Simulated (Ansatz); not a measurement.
Relaxation of FGaH5N (8 atoms, charge 0, multiplicity 1), to a largest force component of 0.03 eV/Å in at most 50 steps.

Theory: Ansatz, RKS PBE-D4/def2-SVP.

```xyz
8
Properties=species:S:1:pos:R:3:forces:R:3
Ga -0.034 0.422 -0.432 -0.03 -1.05 -0.61
H -0.082 0.202 2.331 -0.13 -1.72 0.89
H 1.271 -0.416 -0.559 -0.01 -0.03 0.02
N -1.702 -0.005 -1.002 0.01 0.02 0.01
H -1.928 -0.826 -1.563 0.00 -0.06 0.01
H -2.491 0.638 -0.923 0.00 0.02 0.00
F 0.043 2.023 0.244 0.04 1.19 0.38
H -0.034 0.852 2.017 0.13 1.63 -0.70
```

Where does it end, and by what steps?

It converged. After 6 steps the energy has fallen by 0.095 eV; H2 moved furthest, 0.29 Å.

```tsv
step	energy less start (eV)	largest force component (eV/Å)	accepted
0	0.0000	1.724	yes
1	-0.0868	0.527	yes
2	-0.0934	0.196	yes
3	-0.0944	0.034	yes
4	-0.0947	0.084	yes
5	-0.0952	0.052	yes
6	-0.0954	0.024	yes
```

```xyz
8
Properties=species:S:1:pos:R:3
Ga -0.038 0.422 -0.548
H -0.041 0.201 2.617
H 1.266 -0.417 -0.653
N -1.703 0.018 -1.133
H -1.969 -0.866 -1.569
H -2.499 0.642 -0.993
F 0.027 2.042 0.191
H 0.000 0.848 2.200
```

Whether the end is a true minimum wasn't checked by a vibrational analysis.

The run took 11 s on 2 threads of Arm Neoverse V1 (shared host), peak memory 0.12 GiB.
